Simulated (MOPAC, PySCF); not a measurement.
CH2N2, SMILES `N#CN`, neutral singlet in the gas phase. 

Cartesian coordinates (Å):
SMILES: N#CN
```xyz
5

N      1.9052    -0.0305     0.0257
C      0.7572     0.0213     0.1397
N     -0.5662     0.1180     0.3195
H     -1.0274    -0.7257     0.6268
H     -1.0688     0.6168    -0.3998
```
Charge 0, multiplicity 1.

All levels are single points at this geometry (B3LYP-D3(BJ)/def2-TZVP); Pople sets use spherical d functions. Orbital energies aren't observables, and empty levels follow the basis.

| level | HOMO (eV) | LUMO (eV) | gap (eV) | dipole (D) | vertical IE, Delta-SCF (eV) |
|---|---|---|---|---|---|
| B3LYP-D3(BJ)/def2-TZVP in PySCF | -7.78 | -0.24 | 7.54 | 4.66 | 10.71 |
| B3LYP/3-21G in PySCF | -7.06 | 1.40 | 8.46 | 4.39 | – |
| B3LYP/6-311+G** in PySCF | -7.85 | -0.78 | 7.07 | 4.64 | – |
| B3LYP/6-31G* in PySCF | -7.37 | 1.05 | 8.43 | 4.53 | 10.49 |
| BP86/6-31G* in PySCF | -6.32 | 0.08 | 6.39 | 4.53 | – |
| M06-2X/6-31G* in PySCF | -9.04 | 2.42 | 11.46 | 4.50 | – |
| HF/6-31G* in PySCF | -11.14 | 4.96 | 16.10 | 4.71 | – |
| PM6 in MOPAC | -10.56 | 1.08 | 11.64 | 4.22 | – |
| PM7 in MOPAC | -10.68 | 1.01 | 11.69 | 4.36 | – |
